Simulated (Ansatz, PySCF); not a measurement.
C₄H₁₀O₂, SMILES COCCOC.

Geometry optimised at PBE-D3(BJ)/def2-SVP. One conformer was computed; it need not be the lowest.

Vertical ionisation energy (IE) and electron affinity (EA) in eV. Rows of orbital energies are one-electron estimates. Where ΔSCF, EOM or ADC give a negative EA the extra electron is unbound and the value depends on the basis.

```json
[
 {"level": "−ε(HOMO), −ε(LUMO), M06-2X/def2-TZVP (PySCF)", "IE": "[?]", "EA": "[?]"},
 {"level": "−ε(HOMO), −ε(LUMO), PBE/def2-TZVP (PySCF)", "IE": "5.70", "EA": "-0.48"},
 {"level": "ΔSCF, PBE0/def2-SVPD (Ansatz), final states of multiplicity 2 and 2", "IE": "9.23", "EA": "-1.82"},
 {"level": "ΔSCF, PBE/def2-SVPD (Ansatz), final states of multiplicity 2 and 2", "IE": "8.66", "EA": "-1.59"}
]
```

Problem. Some entries are withheld; supply them. (The exact figures need the calculation; the answer reports its results.)

Solution. 
- −ε(HOMO), −ε(LUMO), M06-2X/def2-TZVP (PySCF), IE: 8.90
- −ε(HOMO), −ε(LUMO), M06-2X/def2-TZVP (PySCF), EA: -1.99

Problem. What vertical singlet–triplet gap does ΔSCF give with PBE0/def2-SVPD (Ansatz, an electronic-structure program) and with PBE/def2-SVPD (Ansatz)? (The exact figures need the calculation; the answer reports its results.)

Solution. 6.93 and 6.17 eV (triplet above singlet where positive).
